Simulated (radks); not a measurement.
Spherical quantum dot in the effective-mass picture: electrons in a hard-walled sphere of radius 1.98, with a point charge +1 (a donor) at the centre, all in effective atomic units (hartree* = m*/eps^2 hartree, bohr* = eps/m* bohr), one dielectric constant everywhere. Calculated with a radial shooting solver with Libxc functionals: non-relativistic Kohn-Sham, exchange-only LDA, spin-polarised, spherical densities. Levels are named by radial order and angular momentum (1s, 1p, 1d, 2s, ...), and open shells are averaged over m. Results are scaled to m* = 0.026 and eps = 9.2, for which hartree* = 8.359 meV and bohr* = 18.72 nm.

N = 27, configuration 1s2 1p6 1d10 2s2 1f(up 7, down 0). This is the lowest configuration that the search found. Occupied and some empty levels:

level,occupation,eigenvalue (meV),<r> (nm)
1s up,1,155.43,22.93
1s down,1,156.75,22.69
1p up,3,162.37,24.88
1p down,3,163.87,24.78
1d up,5,172.97,26.05
1d down,5,174.57,26.00
2s up,1,185.84,16.08
2s down,1,186.44,16.19
1f up,7,186.97,26.93
1f down,0,188.62,26.91
1g up,0,204.10,27.64
1g down,0,205.78,27.63
2p up,0,208.47,19.24
2p down,0,209.26,19.23
2d up,0,231.87,21.08
2d down,0,232.83,21.05

Energy (meV): total 2706.25, kinetic 1010.6, external -190.69, Hartree 2061.9, exchange-correlation -175.55.

Electron density:

r (nm),n(r) (e/nm^3)
1.03,0.0004001
2.88,0.0003250
4.72,0.0002617
6.57,0.0002096
8.42,0.0001685
10.3,0.0001386
12.1,0.0001204
14.0,0.0001145
15.8,0.0001208
17.6,0.0001383
19.5,0.0001641
21.3,0.0001935
23.2,0.0002188
25.0,0.0002322
26.9,0.0002255
28.7,0.0001954
30.6,0.0001444
32.4,0.00008511
34.3,0.00003298
36.1,3.805e-06
